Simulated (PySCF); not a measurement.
H2Cl3FGeSi (SMILES F[SiH2][Ge]([Cl])([Cl])[Cl]), singlet, at a GFN2-xTB geometry, atoms displaced at random by about 0.03 Å a coordinate; B3LYP/STO-3G, gradient (PySCF).

Input for PySCF:
```python
from pyscf import gto, scf, dft

mol = gto.M(
    atom='''
Si    2.16657836   -0.25916822   -0.09214538
F     2.77450065    1.04431239    0.60598180
Ge   -0.25417881   -0.04476867    0.00038684
Cl   -1.11831709   -0.11596660    1.92072437
Cl   -1.06209294    1.75383697   -0.99029484
Cl   -1.11149850   -1.78074128   -1.09201301
H     2.66487752   -1.32816659    0.78690405
H     2.69102679   -0.24190317   -1.49382747
''',
    basis='sto-3g',
    verbose=4,
)

mf = dft.RKS(mol)
mf.xc = 'b3lyp'
mf.grids.level = 0
mf.kernel()
g = mf.nuc_grad_method()
g.grid_response = True
grad = g.kernel()
```

What the program printed (banner, timings and long lists left out):

```
PySCF version 2.14.0

[INPUT] verbose = 4
[INPUT] num. atoms = 8
[INPUT] num. electrons = 108
[INPUT] charge = 0
[INPUT] spin (= nelec alpha-beta = 2S) = 0
[INPUT] symmetry False subgroup None
[INPUT] Mole.unit = angstrom
[INPUT] Symbol           X                Y                Z      unit          X                Y                Z       unit  Magmom
[INPUT]  1 Si     2.166578360000  -0.259168220000  -0.092145380000 AA    4.094239727809  -0.489756955991  -0.174129531844 Bohr   0.0
[INPUT]  2 F      2.774500650000   1.044312390000   0.605981800000 AA    5.243046360928   1.973464405590   1.145139638471 Bohr   0.0
[INPUT]  3 Ge    -0.254178810000  -0.044768670000   0.000386840000 AA   -0.480328337568  -0.084600525261   0.000731021654 Bohr   0.0
[INPUT]  4 Cl    -1.118317090000  -0.115966600000   1.920724370000 AA   -2.113313020521  -0.219145113597   3.629643020078 Bohr   0.0
[INPUT]  5 Cl    -1.062092940000   1.753836970000  -0.990294840000 AA   -2.007064775434   3.314271540437  -1.871386030170 Bohr   0.0
[INPUT]  6 Cl    -1.111498500000  -1.780741280000  -1.092013010000 AA   -2.100427752865  -3.365113317907  -2.063605513362 Bohr   0.0
[INPUT]  7 H      2.664877520000  -1.328166590000   0.786904050000 AA    5.035888668310  -2.509871102897   1.487033140811 Bohr   0.0
[INPUT]  8 H      2.691026790000  -0.241903170000  -1.493827470000 AA    5.085303626967  -0.457130739964  -2.822924795652 Bohr   0.0

nuclear repulsion = 903.19054368217
number of shells = 33
number of NR pGTOs = 183
number of NR cGTOs = 61
basis = sto-3g
ecp = {}

******** <class 'pyscf.dft.rks.RKS'> ********
method = RKS
initial guess = minao
damping factor = 0
level_shift factor = 0
DIIS = <class 'pyscf.scf.diis.CDIIS'>
diis_start_cycle = 1
diis_space = 8
diis_damp = 0
SCF conv_tol = 1e-09
SCF conv_tol_grad = None
SCF max_cycles = 50
direct_scf = True
direct_scf_tol = 1e-13
XC library pyscf.dft.libxc version 7.1.2
    S. Lehtola, C. Steigemann, M. J. T. Oliveira, and M. A. L. Marques,  SoftwareX 7, 1–5 (2018)
XC functionals = b3lyp
    P. J. Stephens, F. J. Devlin, C. F. Chabalowski, and M. J. Frisch,  J. Phys. Chem. 98, 11623 (1994)
radial grids:
    Treutler-Ahlrichs [JCP 102, 346 (1995); DOI:10.1063/1.469408] (M4) radial grids

becke partition: Becke, JCP 88, 2547 (1988); DOI:10.1063/1.454033
pruning grids: <function nwchem_prune>
grids dens level: 0
symmetrized grids: False
atomic radii adjust function: <function treutler_atomic_radii_adjust>
small_rho_cutoff = 0
Set gradient conv threshold to 3.16228e-05
Initial guess from minao.
tot grids = 11272
init E= -3801.45791927045
  HOMO = -0.520252365907057  LUMO = -0.320949314492342  gap/eV = 5.42331
cycle= 1 E= -3804.47409682233  delta_E= -3.02  |g|= 0.495  |ddm|= 3.46
  HOMO = -0.122937639096666  LUMO = 0.0158954240080753  gap/eV = 3.77784
cycle= 2 E= -3804.41781809659  delta_E= 0.0563  |g|= 0.741  |ddm|=  2.1
  HOMO = -0.202941004591836  LUMO = 0.0353590182067666  gap/eV = 6.48447
cycle= 3 E= -3804.58976146064  delta_E= -0.172  |g|= 0.0762  |ddm|= 1.22
  HOMO = -0.208709602512387  LUMO = 0.0284383395194964  gap/eV = 6.45312
cycle= 4 E= -3804.5925814893  delta_E= -0.00282  |g|= 0.0256  |ddm|= 0.275
  HOMO = -0.212192888668148  LUMO = 0.0303205473443572  gap/eV = 6.59913
cycle= 5 E= -3804.59287850981  delta_E= -0.000297  |g|= 0.00481  |ddm|= 0.0623
  HOMO = -0.213212605346753  LUMO = 0.0299945842187269  gap/eV = 6.61800
cycle= 6 E= -3804.59289045583  delta_E= -1.19e-05  |g|= 0.00112  |ddm|= 0.0138
  HOMO = -0.213056303297594  LUMO = 0.0301636824316776  gap/eV = 6.61835
cycle= 7 E= -3804.59289107449  delta_E= -6.19e-07  |g|= 0.000174  |ddm|= 0.00268
  HOMO = -0.21304745809177  LUMO = 0.0301388441179474  gap/eV = 6.61744
cycle= 8 E= -3804.59289109058  delta_E= -1.61e-08  |g|= 1.88e-05  |ddm|= 0.000478
  HOMO = -0.213046617765787  LUMO = 0.0301384971432341  gap/eV = 6.61740
cycle= 9 E= -3804.59289109076  delta_E= -1.81e-10  |g|= 5.87e-06  |ddm|= 7.48e-05
  HOMO = -0.213045914945255  LUMO = 0.0301381820959317  gap/eV = 6.61738
Extra cycle  E= -3804.59289109081  delta_E= -4.91e-11  |g|= 3.84e-06  |ddm|= 3.3e-05
converged SCF energy = -3804.59289109081

******** <class 'pyscf.grad.rks.Gradients'> for <class 'pyscf.dft.rks.RKS'> ********
unit = Eh/Bohr
grid_response = True
--------------- RKS gradients ---------------
         x                y                z
0 Si     0.0039063442     0.0159998552     0.0112337591
1 F    -0.0149554525    -0.0378028860    -0.0127902425
2 Ge    -0.0061695580     0.0101827010     0.0353229847
3 Cl     0.0056343407    -0.0017320415    -0.0101646592
4 Cl    -0.0056934301     0.0143140723    -0.0104447954
5 Cl    -0.0051933269    -0.0143718057    -0.0108604781
6 H     0.0095767096     0.0040841182     0.0138109760
7 H     0.0128943729     0.0093259865    -0.0161075447
----------------------------------------------
```
